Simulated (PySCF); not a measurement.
CH4BClOS. Atoms are numbered in the order given.

```xyz
9

B     -0.1367     0.1402     0.0000
Cl    -0.5243     1.8701     0.0000
O     -1.1634    -0.7262     0.0000
C     -0.9766    -2.1324     0.0000
H     -0.4227    -2.4566     0.8969
H     -1.9683    -2.6037     0.0000
H     -0.4227    -2.4566    -0.8969
S      1.5894    -0.4470     0.0000
H      2.1471     0.7810     0.0000
```
Charge 0, spin multiplicity 1.

Geometry: r2SCAN-D4/def2-SVP. One conformer was computed; it need not be the lowest.

Level of theory: PBE/pcSseg-1 run with PySCF.

GIAO shieldings, no solvent; atoms alike by connectivity are averaged. δ = σ(ref) − σ: ¹¹B against BF3 (σ = 83.9 ppm); ³⁵Cl against HCl (σ = 936.5 ppm); ¹⁷O against H2O (σ = 334.3 ppm); ¹³C against TMS (σ = 182.0 ppm); ¹H against TMS (σ = 31.49 ppm); ³³S against H2S (σ = 706.5 ppm), references at their B3LYP-D3(BJ)/def2-TZVP geometries, non-relativistic (without spin–orbit terms, shifts of atoms bonded to Cl or Br come out too high).

Q: Estimate the chemical shifts. (An estimate is asked for; the answer gives what the named calculation found.)

A: 
```
nucleus       atoms  count  δ (ppm)
-------  ----------  -----  -------
¹¹B              B1      1     27.2
³⁵Cl            Cl2      1    191.1
¹⁷O              O3      1    173.9
¹³C              C4      1     60.2
¹H       H5, H6, H7      3     4.13
¹H               H9      1     2.65
³³S              S8      1    151.8
```
